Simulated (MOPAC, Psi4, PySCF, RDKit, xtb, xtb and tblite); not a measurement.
Torsional profile of C₄H₅NO, SMILES CC(=O)CC#N. Scanned: dihedral O3–C2–C4–C5; all other coordinates were relaxed at GFN2-xTB. Points at φ and −φ are mirror images.

Geometry of the scan point at 30° (Å):
```
11

C      1.3182     0.3560    -0.2795
C      0.4752    -0.6245     0.4903
O      0.9006    -1.3408     1.3511
C     -0.9941    -0.6296     0.0506
C     -1.8892    -0.9903     1.1212
N     -2.6055    -1.2531     1.9707
H      1.0539     1.3676     0.0261
H      1.1350     0.2648    -1.3478
H      2.3706     0.1885    -0.0668
H     -1.0921    -1.3755    -0.7456
H     -1.2817     0.3459    -0.3479
```

- GFN2-xTB (xtb and tblite)
- MMFF94 // GFN2-xTB (RDKit)
- PBE0/def2-TZVP // GFN2-xTB (Psi4)
- PBE0-D3(BJ)/def2-TZVP // GFN2-xTB (Psi4)
- PBE/def2-TZVP // GFN2-xTB (Psi4)
- PBE-D3(BJ)/def2-TZVP // GFN2-xTB (Psi4)
- MP2/cc-pVTZ = DF-MP2 (frozen core)/cc-pVTZ // GFN2-xTB (Psi4)
- HF/cc-pVTZ // GFN2-xTB (Psi4)
- PM3, restricted, heats of formation // GFN2-xTB (MOPAC)
- AM1, restricted, heats of formation // GFN2-xTB (MOPAC)
- GFN1-xTB // GFN2-xTB (xtb)
- RKS-B3LYP/6-31G* = restricted B3LYP/6-31G*, spherical d, density fitting // GFN2-xTB (PySCF 2.14.0)

Least-squares fit of E(φ) = a0 + Σ (a_n cos nφ + b_n sin nφ), n = 1 to 4, to the 12 scan points, in kJ/mol above the lowest point of each profile (levels whose profile four harmonics don't fit are not listed):

```csv
method,a0,a1,b1,a2,b2,a3,b3,a4,b4,rms of fit
GFN2-xTB,3.86,5.00,0.00,1.57,0.00,-0.72,0.00,-0.01,0.00,0.18
MMFF94,3.55,2.09,0.00,1.34,0.00,-2.02,0.00,0.02,0.00,0.23
PBE0/def2-TZVP,4.57,4.08,0.00,-1.81,0.00,-1.66,0.00,-0.04,0.00,0.22
PBE0-D3(BJ)/def2-TZVP,5.03,4.62,0.00,-1.78,0.00,-1.70,0.00,-0.06,0.00,0.23
PBE/def2-TZVP,4.53,4.10,0.00,-1.74,0.00,-1.46,0.00,-0.06,0.00,0.22
PBE-D3(BJ)/def2-TZVP,5.06,4.70,0.00,-1.73,0.00,-1.51,0.00,-0.08,0.00,0.23
MP2/cc-pVTZ,4.27,3.73,0.00,-1.71,0.00,-1.87,0.00,-0.15,0.00,0.28
HF/cc-pVTZ,2.97,2.31,0.00,-1.46,0.00,-2.15,0.00,-0.06,0.00,0.25
PM3,1.52,0.22,0.00,0.61,0.00,-1.00,0.00,0.12,0.00,0.04
AM1,2.42,2.38,0.00,-0.64,0.00,-0.63,0.00,0.34,0.00,0.08
GFN1-xTB,4.49,5.30,0.00,0.37,0.00,-0.50,0.00,0.02,0.00,0.12
RKS-B3LYP/6-31G*,3.69,2.92,0.00,-2.02,0.00,-1.76,0.00,0.03,0.00,0.21
```
